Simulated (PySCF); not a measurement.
Input file for PySCF: D3(BJ) and D4 dispersion corrections on FH5N2Sn (SMILES [NH2][SnH]([NH2])[F]), a point of a torsion scan.

```python
from pyscf import gto
from pyscf.dispersion import dftd3, dftd4

mol = gto.M(
    atom='''
    N    -1.61090894   -0.51475724    0.47338177
    Sn   -0.00107452    0.38905722   -0.27654628
    N    -0.53063502    1.70065313   -1.71728511
    F     0.47318500    1.65755774    1.09287901
    H    -1.74830810   -1.47503066    0.18848905
    H    -2.46296396   -0.00609703    0.27136825
    H     1.35274011   -0.62033647   -0.32436888
    H    -0.35284667    1.39736612   -2.66697693
    H    -0.04841511    2.58396280   -1.59563852
    ''',
    basis='def2-svp',
    charge=0, spin=0, verbose=0, max_memory=1800)
d3, d4 = {}, {}
for xc in ['hf', 'pbe', 'blyp', 'revpbe', 'tpss', 'r2scan', 'b3lyp', 'pbe0', 'bhlyp', 'camb3lyp', 'b2plyp']:
    d3[xc] = float(dftd3.DFTD3Dispersion(mol, xc=xc, version='d3bj', atm=False).get_dispersion()['energy'])
    print(f'D3(BJ) {xc:10s} {d3[xc]:14.8f} Eh')
for xc in ['hf', 'pbe', 'blyp', 'revpbe', 'tpss', 'r2scan', 'b3lyp', 'pbe0', 'bhlyp', 'camb3lyp', 'b2plyp']:
    d4[xc] = float(dftd4.DFTD4Dispersion(mol, xc={'camb3lyp': 'cam-b3lyp'}.get(xc, xc), atm=True).get_dispersion()['energy'])
    print(f'D4     {xc:10s} {d4[xc]:14.8f} Eh')
```

Program output:

```
D3(BJ) hf            -0.04898546 Eh
D3(BJ) pbe           -0.00567516 Eh
D3(BJ) blyp          -0.01259493 Eh
D3(BJ) revpbe        -0.01372844 Eh
D3(BJ) tpss          -0.00728469 Eh
D3(BJ) r2scan        -0.00158625 Eh
D3(BJ) b3lyp         -0.01045058 Eh
D3(BJ) pbe0          -0.00506845 Eh
D3(BJ) bhlyp         -0.00878049 Eh
D3(BJ) camb3lyp      -0.00484047 Eh
D3(BJ) b2plyp        -0.00516586 Eh
D4     hf            -0.02003908 Eh
D4     pbe           -0.00593539 Eh
D4     blyp          -0.01283858 Eh
D4     revpbe        -0.01656648 Eh
D4     tpss          -0.00795292 Eh
D4     r2scan        -0.00141696 Eh
D4     b3lyp         -0.00959770 Eh
D4     pbe0          -0.00501771 Eh
D4     bhlyp         -0.00777034 Eh
D4     camb3lyp      -0.00512130 Eh
D4     b2plyp        -0.00410879 Eh
```

The run finished.

Cost: very roughly 0.020 core-seconds.
